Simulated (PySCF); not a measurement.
SMILES C([Si](O)(C)O)B(O)O (GFN2-xTB optimised geometry):

```
17

Si     0.403    -0.441     1.272
C      2.296    -0.639     1.238
O     -0.087     0.121     2.725
O     -0.302    -1.886     0.915
C     -0.314     0.757     0.000
B     -1.921     0.757     0.000
O     -2.648     1.901     0.000
O     -2.627    -0.392    -0.030
H      2.628    -1.351     1.989
H      2.648    -0.994     0.276
H      2.797     0.301     1.441
H      0.244    -0.213     3.554
H      0.041    -2.710     1.252
H      0.028     0.450    -0.988
H      0.088     1.755     0.166
H     -2.141     2.710     0.022
H     -2.085    -1.177     0.058
```

Method: PySCF with CAM-B3LYP/def2-SVP.

**Question.** What are the frontier orbital energies and the dipole moment?

**Answer.** HOMO-2 -10.15 eV, HOMO-1 -9.81 eV, HOMO -9.24 eV, LUMO 1.74 eV, LUMO+1 2.82 eV; dipole moment 5.32 D.

On the same geometry PBE/def2-SVP (PySCF 2.14.0) gives HOMO-2 -7.05 eV, HOMO-1 -6.63 eV, HOMO -6.36 eV, LUMO 0.05 eV, LUMO+1 0.93 eV; dipole moment 4.92 D.

Meta-Löwdin charges at CAM-B3LYP/def2-SVP: Si1 1.26, C2 -0.57, O3 -0.71, O4 -0.72, C5 -0.57, B6 0.43, O7 -0.48, O8 -0.49, H9 0.10, H10 0.11, H11 0.12, H12 0.33, H13 0.33, H14 0.12, H15 0.10, H16 0.33, H17 0.33.
